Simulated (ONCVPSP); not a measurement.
## LDA (Perdew-Wang 92) ONCV dataset for silicon, non-relativistic all-electron reference.

ONCVPSP 4.0.1 input, shortened (lines: element, Z, core and valence counts, functional; n l f; lmax; l rc ep ncon nbas qcut; lloc lpopt rc5 dvloc0; l nproj debl; icmod fcfact rcfact), LDA (Perdew-Wang 92), non-relativistic:

```
  Si 14.00    3    2  -001012      upf
    1    0    2.00
    2    0    2.00
    2    1    6.00
    3    0    2.00
    3    1    2.00
    2
    0    1.85    0.00    4    9    3.40
    1    1.65    0.00    3    6    6.10
    2    1.65    0.21    5    8    6.60
    1    5    1.65    0.00
    0    2    3.80
    1    0    3.10
    2    2    3.40
    0    0.00    0.00
```

All-electron outer shells of the reference configuration (LDA (PZ), non-relativistic, ld1.x):

```json
{"shell": "2s", "level (eV)": "-138.08", "outermost node (bohr)": "0.15", "outermost maximum (bohr)": "0.46"}
{"shell": "2p", "level (eV)": "-95.63", "outermost node (bohr)": "–", "outermost maximum (bohr)": "0.39"}
{"shell": "3s", "level (eV)": "-10.84", "outermost node (bohr)": "0.72", "outermost maximum (bohr)": "1.77"}
{"shell": "3p", "level (eV)": "-4.18", "outermost node (bohr)": "0.72", "outermost maximum (bohr)": "2.14"}
```

Problem. Does the generator finish with these settings?

Solution. Yes, a potential is produced and its reference levels are reproduced.

Problem. Estimate the cutoffs (Ha) at which the residual kinetic energy of the hardest occupied pseudo-wave falls to 1 and 0.1 mHa per electron.

Solution. 11 Ha and 61 Ha. The cutoffs count occupied waves only; projector 2 of the s channel, the hardest unoccupied one, needs 74 Ha at the loose tolerance.

Problem. Does the potential have ghost states?

Solution. No bound ghost flagged; no localised positive-energy state flagged.

Problem. Which valence shell sets the plane-wave cutoff?

Solution. 3s: 11 Ha for 1 mHa per electron, against 3 Ha for 3p.

Problem. Tests: 3s2 3p1; 3s2 3p0; 3s1 3p0; 3s1 3p2. Which has the largest error in its energy relative to the reference configuration, and how large is it?

Solution. 3s1 3p0, with +217 meV (all-electron minus pseudo) on +58.02 eV.
